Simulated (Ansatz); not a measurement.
`BO[SiH](C)Br` and `C[SiH2]Br` differ in one atom or group.

Ansatz, PBE0-D4/def2-TZVP geometries, multiplicity 1. Each molecule was computed in one conformer, which needn't be the lowest.

Scalar relativity is left out up to krypton. Spin–orbit coupling is left out; it splits and shifts lone-pair levels of the heavy atoms by tenths of an eV.

```
                                          property  `BO[SiH](C)Br`
    size of the dipole moment (PBE/def2-TZVPP) / D            1.84
                LUMO energy (PBE0/def2-TZVPP) / eV           -0.71
             HOMO–LUMO gap (B3LYP/def2-TZVPP) / eV            7.18
size of the dipole moment (ωB97M-V/def2-TZVPP) / D            1.77
             LUMO energy (ωB97M-V/def2-TZVPP) / eV            1.15
  size of the dipole moment (B3LYP/def2-TZVPP) / D            1.75
```

(1) Give the same properties after the change, and the shifts. (An estimate is asked.)

## Answers

(1) Ansatz gave: 
```json
{"property": "size of the dipole moment (PBE/def2-TZVPP) / D", "`C[SiH2]Br`": "1.90", "shift": "0.06"}
{"property": "LUMO energy (PBE0/def2-TZVPP) / eV", "`C[SiH2]Br`": "0.13", "shift": "0.84"}
{"property": "HOMO–LUMO gap (B3LYP/def2-TZVPP) / eV", "`C[SiH2]Br`": "7.92", "shift": "0.74"}
{"property": "size of the dipole moment (ωB97M-V/def2-TZVPP) / D", "`C[SiH2]Br`": "1.98", "shift": "0.21"}
{"property": "LUMO energy (ωB97M-V/def2-TZVPP) / eV", "`C[SiH2]Br`": "1.93", "shift": "0.78"}
{"property": "size of the dipole moment (B3LYP/def2-TZVPP) / D", "`C[SiH2]Br`": "1.95", "shift": "0.20"}
```

With PBE0 the HOMO rises by 0.14 eV and the LUMO rises by 0.84 eV, so the gap widens by about 0.70 eV. PBE moves the HOMO by 0.08 eV and ωB97M-V by 0.14 eV. Dipoles are sizes alone; their direction can turn.

B3LYP here is the variant with VWN-RPA as its local correlation; programs differ in this.
